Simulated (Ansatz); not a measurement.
`C[NH][GeH2][CH3]`, one more setting.

```yaml
crystal:
  periodic: [false, false, false]
  atoms:
    - {symbol: C, position_ang: [-0.759683, 1.320025, -1.116412]}
    - {symbol: N, position_ang: [-1.131224, 0.713777, 0.145698]}
    - {symbol: Ge, position_ang: [0.174192, -0.112556, 1.147548]}
    - {symbol: C, position_ang: [1.120029, -1.536055, 0.191274]}
    - {symbol: H, position_ang: [-1.578525, 1.936497, -1.499721]}
    - {symbol: H, position_ang: [0.093199, 1.988049, -0.963182]}
    - {symbol: H, position_ang: [-0.479705, 0.608966, -1.908433]}
    - {symbol: H, position_ang: [-1.979319, 0.171102, 0.067916]}
    - {symbol: H, position_ang: [-0.533343, -0.678607, 2.392743]}
    - {symbol: H, position_ang: [1.178603, 0.990033, 1.538257]}
    - {symbol: H, position_ang: [1.588025, -1.141428, -0.712156]}
    - {symbol: H, position_ang: [0.428102, -2.330686, -0.092560]}
    - {symbol: H, position_ang: [1.900250, -1.963916, 0.823830]}
basis:
  gaussian: {orbitals: "6-31G*"}
hamiltonian: {xc: {name: wPBEh}, pseudopotentials: {relativity: none}}
```

```sh
$ ansatz run in.yaml --threads 4 --pin off --events-out ev --progress --plain --max-ram 10444MiB
```

Shortened log:

```
Functional definition: wPBEh
1022 factors; integrals over basis functions are off by at most 4.7e-4 eV
135 factors; integrals over basis functions are off by at most 2.6e-7 eV
mean field evaluation 1: about -60200.8495 eV, gradient 6.4e1 eV
mean field evaluation 2: about -60190.6094 eV, gradient 9.0e1 eV
mean field evaluation 4: about -60209.5323 eV, gradient 4.8e0 eV
mean field evaluation 8: about -60209.7813 eV, gradient 2.6e-1 eV
mean field evaluation 16: about -60209.7814 eV, gradient 5.8e-5 eV
mean field -60209.78140785 eV, -2212.6686550829 hartree, gradient 5.8e-5 eV, S^2 0.000000; 0 other end points of the search recorded, 0 dependent functions left out
reference -60209.78144125 eV, -2212.6686563104 hartree; 30, 30 occupied and 68, 68 virtual orbitals, 1022 factors
Total energy: -60209.78144125 eV, -2212.6686563104 hartree
```

Hardware: 4 threads of an Arm Neoverse V1 on a shared host. Wall time 1.4 s, peak host memory 0.51 GiB.
